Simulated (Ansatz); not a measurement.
A series at Ge: from `[GeH3][SeH]`, ligands are replaced one by one, each step taking up HCl and setting free H₂; n counts the steps. Ansatz, PBE0-D4/def2-TZVP geometries. Each molecule was computed in one conformer, which needn't be the lowest.

CBS adds triple-zeta CCSD(T) − MP2 to the MP2 limit, frozen cores; atoms without spin–orbit coupling. Outer-core shells of Ge, Se are correlated without core-valence functions. Scalar relativity is left out up to krypton. Spin–orbit coupling is left out.

| n | molecule | atomization energy, CCSD(T)/CBS (kJ/mol) |
| --- | --- | --- |
| 0 | `[GeH3][SeH]` | 1522.3 |
| 1 | `[Cl][GeH2][SeH]` | ? |
| 2 | `[Cl][GeH]([Cl])[SeH]` | 1608.6 |
| 3 | `[Cl][Ge]([Cl])([Cl])[SeH]` | 1646.2 |

Question: By hand: fit a straight line y = ȳ + b (n − n̄) to the 3 given rows and predict n = 1.

Answer: n̄ = 1.667, ȳ = 1592.37; Σ(n − n̄)(y − ȳ) = 193.97, Σ(n − n̄)² = 4.667, so b = 41.56 kJ/mol a step. Prediction: 1592.37 + (41.56) × (-0.667) = 1564.6 kJ/mol.

Question: By hand: compare with the computed value, 1561.8 kJ/mol, and give the steps along the whole series.

Answer: The line misses by -2.8 kJ/mol (computed minus predicted). Steps: 39.5, 46.8, 37.6 kJ/mol.

The steps differ by up to 9.2 kJ/mol without a steady trend. The miss is 2.3 % of the series' range. The energies themselves are unsure by some kJ/mol a bond, though much of that is common to the series.
